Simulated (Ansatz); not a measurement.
In3Sb3H12, a cluster cut from wurtzite InSb (hydrogen-capped). Total charge 0; triplet. Geometry PBE-D4/def2-SVP, that of the neutral singlet; atoms count from 1.

```xyz
18

Sb   -1.511    1.845    0.621
In   -0.578    2.231   -2.112
Sb    0.366   -0.511   -2.382
In   -0.250    0.776    3.019
Sb    0.626   -1.669    1.702
In    2.108   -2.184   -0.752
H    -2.237    3.334    1.087
H    -3.009    1.010    0.480
H    -1.973    2.412   -3.127
H     0.853    3.204   -1.982
H    -1.045   -1.457   -2.661
H     0.941   -0.658   -3.998
H    -1.509    0.355    4.134
H     1.187    1.723    3.247
H    -0.775   -2.665    1.605
H     1.384   -2.619    2.921
H     3.590   -1.292   -0.597
H     1.831   -3.834   -1.206
```

In the def2 sets In, Sb take a core potential; there is no spin–orbit coupling. At PBE0-D4/def2-TZVP a singlet of charge 0 lies 4.24 eV below the triplet at the same geometry.

**Question.** Estimate the Mulliken populations from the PBE0/def2-TZVP orbitals of Ansatz.

**Answer.** 
```json
{"atom": "Sb1", "charge (e)": "-0.14", "spin (α − β)": "0.02"}
{"atom": "In2", "charge (e)": "0.12", "spin (α − β)": "0.39"}
{"atom": "Sb3", "charge (e)": "0.13", "spin (α − β)": "0.81"}
{"atom": "In4", "charge (e)": "0.26", "spin (α − β)": "0.00"}
{"atom": "Sb5", "charge (e)": "-0.14", "spin (α − β)": "0.02"}
{"atom": "In6", "charge (e)": "0.12", "spin (α − β)": "0.39"}
{"atom": "H7", "charge (e)": "0.01", "spin (α − β)": "0.05"}
{"atom": "H8", "charge (e)": "0.02", "spin (α − β)": "0.00"}
{"atom": "H9", "charge (e)": "-0.07", "spin (α − β)": "0.11"}
{"atom": "H10", "charge (e)": "-0.07", "spin (α − β)": "0.01"}
{"atom": "H11", "charge (e)": "0.06", "spin (α − β)": "-0.05"}
{"atom": "H12", "charge (e)": "-0.02", "spin (α − β)": "0.08"}
{"atom": "H13", "charge (e)": "-0.08", "spin (α − β)": "0.00"}
{"atom": "H14", "charge (e)": "-0.08", "spin (α − β)": "0.00"}
{"atom": "H15", "charge (e)": "0.02", "spin (α − β)": "0.00"}
{"atom": "H16", "charge (e)": "0.01", "spin (α − β)": "0.05"}
{"atom": "H17", "charge (e)": "-0.07", "spin (α − β)": "0.01"}
{"atom": "H18", "charge (e)": "-0.07", "spin (α − β)": "0.11"}
```
Mulliken values depend strongly on the basis.

**Question.** Where does the spin sit?

**Answer.** Summed by element: Sb 0.86, In 0.78, H 0.36, of 2 unpaired in all. Largest on single atoms: Sb3 0.81, In6 0.39, In2 0.39.

**Question.** And the Mayer bond orders between heavy atoms (over 0.3)?

**Answer.** Sb1–In2 0.66 (2.91 Å); Sb1–In4 0.62 (2.91 Å); In2–Sb3 0.44 (2.91 Å); Sb3–In6 0.44 (2.91 Å); In4–Sb5 0.62 (2.91 Å); Sb5–In6 0.66 (2.91 Å).
